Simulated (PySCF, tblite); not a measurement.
Isomers of C6H11O (doublet state), one GFN2-xTB conformer each. Single-point energies are computed at B3LYP/pcH-1 (PySCF, gas phase, no added dispersion term), electronic only. GFN2-xTB treats the open shell by occupation alone, and not every SCF solution was tested for stability.

Task: Rank them by B3LYP/pcH-1 energy, lowest first (kcal/mol).
A. `[H]/[C:1]=[CH:2]\[CH2:3][C@@H:4]([OH:5])[CH2:6][CH3:7]` (doublet state) with C1–C2–C3–C4 -103°, C2–C3–C4–O5 63°, C3–C4–O5–H -46°, C3–C4–C6–C7 173°
B. `[CH3:1][O:2][C@H:3]1[CH:4][CH2:5][CH2:6][CH2:7]1` (doublet state) with C1–O2–C3–C4 170°, O2–C3–C4–C5 131°, C3–C4–C5–C6 14°, C4–C5–C6–C7 -31°, C5–C6–C7–C3 36°

Result: B (0.0), A (17.0).

As drawn, the higher has an O–H bond, which the lower lacks. GFN2-xTB itself gives, in the same order: 0.0, 37.0. Both levels put the same isomer lowest.

Task: What happens when harmonic zero-point energies from GFN2-xTB frequencies are added?

Result: 
```json
{"SMILES": "CO[C@H]1[CH]CCC1", "ZPE (kcal/mol)": "97.1", "electronic (kcal/mol)": "0.0", "with ZPE (kcal/mol)": "0.0"}
{"SMILES": "[H]/[C]=C\\C[C@@H](O)CC", "ZPE (kcal/mol)": "95.7", "electronic (kcal/mol)": "17.0", "with ZPE (kcal/mol)": "15.5"}
```

The zero-point energies span 1.4 kcal/mol. The order is unchanged.
